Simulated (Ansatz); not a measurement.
Consider the isomerisation: `O[Si@@H]1C[C@@H](F)O1` → `CC(=O)O[SiH2]F`.

Computed with Ansatz on PBE0-D4/def2-TZVP structures; ΔE is electronic, products minus reactants. CCSD(T)/CBS adds triple-zeta CCSD(T) − MP2 to the extrapolated MP2 energy (def2 sets, frozen cores). One conformer a species, not always the lowest.

`O[Si@@H]1C[C@@H](F)O1`:

Z-matrix (Å, degrees):
```
Si
C 1 1.870
C 1 2.265 2 42.3
O 1 1.678 2 80.4 3 -4.9
O 1 1.629 2 120.9 3 -117.7
H 1 1.476 2 120.7 3 109.1
H 2 1.088 1 120.2 3 -112.4
H 2 1.090 1 116.0 3 112.0
F 3 1.371 1 118.4 2 96.8
H 3 1.094 1 134.0 2 -95.4
H 5 0.959 1 118.8 2 46.1
```

`CC(=O)O[SiH2]F`:

Z-matrix (Å, degrees):
```
C
C 1 1.490
H 1 1.092 2 109.5
H 1 1.092 2 109.5 3 -117.2
H 1 1.087 2 110.0 3 121.4
O 2 1.208 1 125.8 3 -121.0
O 2 1.338 1 114.0 3 58.9
Si 7 1.688 2 112.2 1 -180.0
F 8 1.592 7 102.3 2 -180.0
H 8 1.472 7 111.2 2 65.3
H 8 1.472 7 111.2 2 -65.3
```

```tsv
level	ΔE (eV)
CCSD/def2-TZVPP	-1.18
MP2/def2-QZVPP	-1.15
```

(1) What does CCSD(T)/CBS give? (Estimate.)

Largest T1 diagnostic among the species: 0.014.

Results:

(1) Ansatz gave: -1.15 eV. The listed levels differ from it by -0.03, 0.00 eV.

In def2-TZVPP, CCSD(T) changes the Hartree–Fock value by +0.30 eV (the triples alone add −0.00 eV) and MP2 by +0.31 eV. From PBE to PBE0 (25 % exact exchange), in def2-TZVPP and without D4, ΔE moves by +0.06 eV.
